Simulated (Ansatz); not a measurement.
A nudged elastic band was laid between two geometries of BrH + F5HOW (10 atoms, charge 0, multiplicity 1).

The calculation used RHF/def2-SVP (Ansatz 0.2.0).

| Property | Result |
| --- | --- |
| movable images | 7 |
| climbing image | yes |
| spring | 5.0 eV/Å² |
| optimiser | quadratic models (default) |
| start path | through a guess of the saddle point |
| force threshold | 0.05 eV/Å |
| iteration limit | 60 |
| end points | relaxed |

First end point:

```xyz
10
Properties=species:S:1:pos:R:3
W -0.252 -0.194 -0.288
F -0.292 0.516 1.421
O 1.532 0.024 -0.312
H 2.402 0.284 -0.029
F -0.543 1.475 -0.994
F -2.077 -0.351 -0.132
F -0.125 -1.885 0.410
F -0.327 -0.907 -1.970
Br 3.089 1.525 2.483
H 1.708 1.423 2.751
```

Last end point:

```xyz
10
Properties=species:S:1:pos:R:3
W 0.840 0.044 -0.176
F -1.992 1.035 3.372
O 2.069 -0.356 -1.413
H 2.754 -0.558 -2.035
F 0.509 1.690 -0.912
F -0.453 0.449 1.102
F 0.972 -1.607 0.609
F -0.549 -0.616 -1.188
Br 2.506 0.989 1.369
H -1.543 0.839 2.612
```

**Question.** Which bonds break or form, and what moves?

**Answer.** Bonds broken: W1–F2, Br9–H10. Bonds formed: W1–Br9, F2–H10. BrH + F5HOW becomes BrF4HOW + FH.

**Question.** Give the energies along the band, and the barrier.

**Answer.** The run converged. The highest image is number 3 of 0 to 8, 50.1 kcal/mol above the first end and 33.5 kcal/mol above the last; the last end lies 16.7 kcal/mol above the first. Neighbouring images differ by up to 1.5 eV, so the band resolves the path poorly. A vibrational analysis at the climbing image gives one clearly imaginary mode, 1276i cm⁻¹: a first-order saddle point. The orbitals stay closed-shell, which can raise the energy where a bond breaks towards radicals; this wasn't checked here.

| image | path coordinate (Å) | energy (kcal/mol) | W1–F2 (Å) | Br9–H10 (Å) | W1–Br9 (Å) |
| --- | --- | --- | --- | --- | --- |
| 0 | 0.00 | 0.0 | 1.85 | 1.41 | 4.67 |
| 1 | 1.15 | 2.0 | 1.84 | 1.41 | 4.52 |
| 2 | 2.29 | 16.1 | 1.86 | 1.41 | 3.83 |
| 3 | 3.44 | 50.1 | 2.07 | 1.64 | 3.02 |
| 4 | 4.61 | 33.0 | 2.54 | 2.47 | 2.59 |
| 5 | 5.78 | 28.4 | 3.39 | 2.63 | 2.50 |
| 6 | 6.95 | 21.1 | 4.20 | 2.67 | 2.49 |
| 7 | 8.12 | 17.0 | 4.39 | 3.48 | 2.46 |
| 8 | 9.29 | 16.7 | 4.65 | 4.24 | 2.46 |

**Question.** What is the geometry of the highest image?

**Answer.** 
```xyz
10
Properties=species:S:1:pos:R:3
W 0.224 0.013 0.068
F -0.562 0.963 1.725
O 1.930 -0.305 -0.505
H 2.194 -0.758 -1.298
F 0.132 1.714 -0.563
F -1.583 -0.286 -0.026
F 0.340 -1.363 1.257
F -0.035 -0.782 -1.587
Br 2.054 1.366 2.048
H 0.421 1.348 2.222
```

Time of the run: 17 min on 4 threads of Arm Neoverse N1 (shared host), peak memory 0.65 GiB.
